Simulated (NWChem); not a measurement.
**Correlation energy of silylphosphine (H5PSi)**

```
Si
H 1 1.5044
H 1 1.5045 2 108.72
H 1 1.5059 2 108.83 3 118.40
P 1 2.2839 2 108.04 3 -116.98
H 5 1.4422 1 93.10 2 -75.09
H 5 1.4422 6 92.73 1 93.22
```
Charge 0, spin multiplicity 1.

The numbers come from NWChem runs, not from measurements. The geometry was optimised at PBE/def2-SVP, a minimum by its harmonic frequencies.

Basis set: cc-pVDZ. Each correlation energy counts from its own Hartree-Fock reference.

The correlated methods keep 10 core orbitals frozen. Coupled-cluster values serve here as a point of comparison, not as the truth.

**Question.** For the correlation energy, RI-MP2 gives -233.5 mHa and MP2 gives -233.7 mHa. What do SCS-MP2, CR-CCSD[T], CR-CCSD(T) give?

**Answer.** SCS-MP2: -246.2 mHa; CR-CCSD[T]: -287.6 mHa; CR-CCSD(T): -287.5 mHa.
